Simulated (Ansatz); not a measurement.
Gas-phase reaction in SMILES: CCCCCSC -> CCCCC[S] + [CH3] (CH3) (the C-S bond at the site shown breaks; other sites are not compared here)
Geometries: B3LYP-D3(BJ)/def2-TZVP minima from Ansatz (a program for electronic structure), one conformer each, not searched for the lowest.
Geometry of the first species:
```xyz
21

C     -4.0240     0.6980    -0.4231
C     -2.6320     0.9168     0.1623
C     -1.6161    -0.1222    -0.3064
C     -0.2219     0.0896     0.2813
C      0.7784    -0.9545    -0.1996
S      2.4513    -0.8050     0.5000
C      3.0148     0.7162    -0.3087
H     -4.7289     1.4538    -0.0722
H     -4.0029     0.7437    -1.5147
H     -4.4186    -0.2814    -0.1420
H     -2.2738     1.9159    -0.1064
H     -2.6863     0.8977     1.2555
H     -1.5582    -0.1021    -1.4005
H     -1.9742    -1.1231    -0.0401
H      0.1313     1.0895     0.0140
H     -0.2688     0.0603     1.3732
H      0.8565    -0.9459    -1.2900
H      0.4490    -1.9549     0.0890
H      4.0565     0.8562    -0.0235
H      2.4446     1.5852     0.0166
H      2.9575     0.6218    -1.3938
```
Charge 0, spin multiplicity 1.

Quantity: bond dissociation energy (electronic energy difference), in eV. Correlated levels leave the core frozen unless marked. Open shells are spin-unrestricted. No spin-orbit coupling. Non-relativistic. CBS marks a two-point X^-3 extrapolation of the correlation energy; Hartree-Fock from the larger set. The bracket is a focal-point correction in the basis named.

```csv
level,program,bond dissociation energy (eV)
HF/cc-pV(D+d)Z,Ansatz,1.95
MP2/cc-pwCVTZ,Ansatz,3.49
SCS-MP2/cc-pV(T+d)Z,Ansatz,3.38
CCSD/6-31G,Ansatz,2.47
CCSD/cc-pV(T+d)Z,Ansatz,3.13
CCSD(T)/STO-3G,Ansatz,3.71
"RI-MP2/CBS(cc-pV(T+d)Z,cc-pV(Q+d)Z)+[CCSD(T)-MP2]/cc-pV(T+d)Z",Ansatz,3.41
```
